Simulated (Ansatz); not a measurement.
Reaction (hydrogenolysis of a C–C bond): `C/[C]([AlH2])=C\F` + H₂ → `F/C=[CH]/[AlH2]` + CH₄

Computed with Ansatz on PBE0-D4/def2-TZVP structures; ΔE is electronic, products minus reactants. CCSD(T)/CBS is the MP2 limit (def2-TZVPP, def2-QZVPP) plus CCSD(T) − MP2 in def2-TZVPP, frozen cores. This one scheme is used for every species. Double bonds are as drawn, so ΔE can hold a change between cis and trans. Functionals use def2-TZVPP. B3LYP here is the variant with VWN-RPA as its local correlation; programs differ in this.

Is it downhill or uphill in electronic energy at CCSD(T)/CBS, and by how much? (An estimate is asked.)

Computed: Downhill: ΔE = -67.2 kJ/mol.

What do these levels give: r2SCAN-D4, B3LYP-D4, B2PLYP, PBE0, HF/def2-TZVPP, MP2/def2-TZVPP, SCS-MP2/def2-TZVPP, CCSD/def2-TZVPP, CCSD(T)/def2-TZVPP, MP2/def2-QZVPP, HF/CBS(def2), CCSD/CBS(def2)? (Best estimate.)

Computed: r2SCAN-D4 -67.1, B3LYP-D4 -69.1, B2PLYP -73.8, PBE0 -71.4, HF/def2-TZVPP -90.2, MP2/def2-TZVPP -64.3, SCS-MP2/def2-TZVPP -68.6, CCSD/def2-TZVPP -72.8, CCSD(T)/def2-TZVPP -68.4, MP2/def2-QZVPP -63.6, HF/CBS(def2) -90.2, CCSD/CBS(def2) -71.6 kJ/mol.

Largest T1 diagnostic among the species: 0.012.

The D4 term adds +9.3 kJ/mol with B3LYP and +5.1 kJ/mol with PBE0; it sums over pairs of atoms, weighted by their polarisabilities, and B3LYP, whose exchange is more repulsive, gets the larger term. In def2-TZVPP, CCSD(T) changes the Hartree–Fock value by +21.7 kJ/mol (the triples alone add +4.4 kJ/mol) and MP2 by +25.8 kJ/mol.
